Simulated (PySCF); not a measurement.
## Dipole moment and polarisability across levels of theory

Species: B2FH4N.
SMILES: `BNBF`

PySCF, dipoles from the SCF density, polarisabilities from static response with core orbitals frozen. Geometry: PBE0-D3(BJ)/def2-SVP, one conformer, isolated molecule.

The anisotropy is √(½[(α1 − α2)² + (α2 − α3)² + (α3 − α1)²]).

```csv
level,μ (D),α (Å³),anisotropy (Å³)
LDA/def2-SVPD,0.958,6.01,2.77
PBE/def2-SVPD,0.941,5.93,2.77
B3LYP/def2-SVPD,0.925,5.69,2.52
PBE0/def2-SVPD,0.933,5.63,2.49
BHandHLYP/def2-SVPD,0.946,5.40,2.26
CAM-B3LYP/def2-SVPD,0.928,5.62,2.43
wB97X-D/def2-SVPD,0.929,5.60,2.37
LC-wPBE/def2-SVPD,0.926,5.52,2.38
HF/def2-SVPD,0.982,5.08,1.92
PBE0/6-31G*,1.008,4.52,3.13
PBE0/def2-SVP,0.992,4.75,2.94
PBE0/6-31+G*,0.932,5.14,2.92
PBE0/aug-cc-pVDZ,0.911,5.72,2.53
PBE0/def2-TZVP,0.926,5.39,2.65
PBE0/def2-TZVPD,0.906,5.71,2.48
PBE0/aug-cc-pVTZ,0.905,5.74,2.48
```

The dipole runs from 0.90 D (PBE0/aug-cc-pVTZ) to 1.01 D (PBE0/6-31G*). No reference polarisability is at hand; against PBE0 in the largest diffuse basis at hand (aug-cc-pVTZ) the other PBE0 rows deviate by 6-31G* -21%, def2-SVP -17%, 6-31+G* -10%, def2-SVPD -2%, aug-cc-pVDZ 0%, def2-TZVP -6%, def2-TZVPD 0%. In one basis (def2-SVPD) the functionals order the polarisability from HF (lowest) to LDA (highest), a spread of 18%. With PBE0 the polarisability is 4.88 Å³ without diffuse functions (mean of 6-31G*, def2-SVP and def2-TZVP) and 5.59 Å³ with them (mean of 6-31+G*, def2-SVPD, aug-cc-pVDZ, def2-TZVPD and aug-cc-pVTZ).
